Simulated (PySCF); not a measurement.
Record of a relaxation.

[PdCl6]2- (charge -2 and singlet state).
Bonds: Pd1–Cl2, Pd1–Cl3, Pd1–Cl4, Pd1–Cl5, Pd1–Cl6, Pd1–Cl7.
The ion is multiply charged and has no counter-ions or solvent; whether it holds all its electrons wasn't checked.

Method: PBE0-D3(BJ)/def2-SVP geometry optimisation, gas phase, def2 core potentials past Kr (PySCF 2.14.0); density fitting, grid level 1; the optimiser is geomeTRIC in internal coordinates, started from a GFN2-xTB structure with every atom displaced at random (about 0.03 Å). The frame can shift and turn from step to step; on so coarse a grid that alone can change the energy by a few meV, and forces under 0.02 eV/Å are noise.

Step 0: E = -78572.6212 eV, largest atomic force 2.266 eV/Å
```
atom  x, y, z in Å  |  force x, y, z in eV/Å
Pd1     0.061   -0.078    0.012   -0.778   2.011  -0.695
Cl2    -0.036   -0.024    2.318    0.144  -0.111   0.431
Cl3    -0.040    0.003   -2.351    0.235  -0.132   0.084
Cl4     2.424    0.011    0.009   -0.195  -0.124   0.027
Cl5    -2.334   -0.016   -0.054    0.371  -0.154   0.108
Cl6    -0.020    2.337    0.004    0.136  -0.441   0.033
Cl7     0.038   -2.334   -0.007    0.088  -1.050   0.011
```

Step 1: E = -78572.7311 eV, largest atomic force 0.805 eV/Å
```
atom  x, y, z in Å  |  force x, y, z in eV/Å
Pd1     0.031   -0.040    0.001   -0.323   0.686  -0.271
Cl2    -0.010   -0.036    2.339    0.042  -0.021   0.093
Cl3    -0.019    0.010   -2.357    0.132  -0.081   0.065
Cl4     2.378    0.022    0.010   -0.008  -0.081   0.004
Cl5    -2.332   -0.033   -0.058    0.114  -0.049   0.095
Cl6     0.009    2.335   -0.005    0.006  -0.199   0.036
Cl7     0.035   -2.361    0.001    0.038  -0.255  -0.023
```

Step 2: E = -78572.7391 eV, largest atomic force 0.135 eV/Å
```
atom  x, y, z in Å  |  force x, y, z in eV/Å
Pd1     0.018   -0.013   -0.008   -0.053  -0.094   0.000
Cl2    -0.033    0.010    2.343    0.075  -0.075  -0.020
Cl3     0.037   -0.014   -2.358   -0.017   0.032  -0.002
Cl4     2.362   -0.034   -0.035    0.057   0.090   0.084
Cl5    -2.326   -0.015   -0.025   -0.066  -0.051  -0.008
Cl6    -0.034    2.329    0.041    0.072   0.073  -0.080
Cl7     0.068   -2.366   -0.027   -0.068   0.025   0.025
```

Step 3: E = -78572.7489 eV, largest atomic force 0.178 eV/Å
```
atom  x, y, z in Å  |  force x, y, z in eV/Å
Pd1     0.008   -0.010   -0.011    0.085  -0.150   0.046
Cl2     0.003   -0.033    2.341   -0.021   0.025  -0.025
Cl3     0.019    0.002   -2.358    0.008  -0.007  -0.018
Cl4     2.357    0.015    0.007    0.018  -0.013  -0.009
Cl5    -2.336   -0.041   -0.035   -0.043   0.021   0.020
Cl6     0.008    2.331   -0.003   -0.041   0.078   0.009
Cl7     0.033   -2.365   -0.011   -0.006   0.046  -0.022
```

Step 4: E = -78572.7503 eV, largest atomic force 0.028 eV/Å
```
atom  x, y, z in Å  |  force x, y, z in eV/Å
Pd1     0.014   -0.016   -0.009   -0.015   0.022  -0.011
Cl2    -0.004   -0.026    2.340    0.004   0.000  -0.004
Cl3     0.022   -0.002   -2.359    0.014  -0.006   0.006
Cl4     2.364    0.006    0.003   -0.006  -0.002   0.004
Cl5    -2.336   -0.034   -0.031    0.010  -0.004   0.013
Cl6    -0.005    2.335    0.003   -0.003  -0.017  -0.001
Cl7     0.037   -2.365   -0.016   -0.005   0.006  -0.007
```

Step 5: E = -78572.7505 eV, largest atomic force under 0.02 eV/Å
```
atom  x, y, z in Å  |  force x, y, z in eV/Å
Pd1     0.013   -0.015   -0.010   -0.002   0.000   0.000
Cl2    -0.004   -0.024    2.340    0.004  -0.003  -0.002
Cl3     0.026   -0.004   -2.359    0.005  -0.001   0.000
Cl4     2.362    0.006    0.003    0.000  -0.002   0.004
Cl5    -2.336   -0.035   -0.027    0.000  -0.001   0.005
Cl6    -0.005    2.334    0.003   -0.004   0.000  -0.005
Cl7     0.036   -2.365   -0.019   -0.003   0.007  -0.002
```

**Question.** Summarise the path.

**Answer.** The energy falls by 12.47 kJ/mol from step 0 to step 5; nine tenths of that is first reached at step 2. It falls at every step. The largest force goes from 2.266 to under 0.02 eV/Å. Among the bonds Pd1–Cl7 changes most, from 2.256 to 2.350 Å; the atoms move by 0.052 Å rms after alignment.

What follows is the cost of the whole optimisation. Time: 75 s; peak memory 0.59 GiB. Hardware: one thread of an Intel Xeon Platinum 8488C, shared host with 192 logical CPUs at a one-minute load of 42.
